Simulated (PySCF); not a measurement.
# Heteronuclear NMR

Atom-mapped SMILES (the numbers label the heavy atoms): `[CH3:1][CH2:2][Si:3]1([OH:4])[CH:5]=[CH:6][SiH2:7][CH:8]=[CH:9]1` (H(Xn): hydrogen on atom n).

PySCF 2.14 calculation with NMR shieldings at PBE0/pcSseg-1/GIAO and PBE0-D3(BJ)/def2-SVP structure; non-relativistic, one averaged value for each set of equivalent atoms, one conformer, in vacuum.

Task: What are the 29Si shifts?

Result: 
```json
{"atoms": "Si3", "environment": "silicon bonded to 3 C, O, in a 6-membered ring", "σ (ppm)": "372.8", "δ (ppm)": "-30.9"}
{"atoms": "Si7", "environment": "silicon bonded to 2 C, 2 H, in a 6-membered ring", "σ (ppm)": "423.5", "δ (ppm)": "-73.1"}
```

Shieldings were converted by a linear fit to measured shifts: 29Si (scatter 9.7 ppm rms, 23.4 ppm with the 5 outliers that the fit left out vs TMS, solution or neat liquid). Occasional misses reach two or three times the rms, and more in compound classes unlike the fitted ones.

On a 500 MHz spectrometer 29Si resonates near 99.3 MHz, so 1 ppm is 99.3 Hz.

Task: Predict the 17O NMR data.

Result: 
```json
{"atoms": "O4", "environment": "oxygen bonded to Si, H", "σ (ppm)": "289.5", "δ (ppm)": "5.9"}
```

Shieldings were converted by a linear fit to measured shifts: 17O (scatter 13.4 ppm rms, 14.2 ppm with the 1 outlier that the fit left out vs liquid water, solution or neat liquid). Occasional misses reach two or three times the rms, and more in compound classes unlike the fitted ones.

On a 400 MHz spectrometer 17O resonates near 54.2 MHz, so 1 ppm is 54.2 Hz.
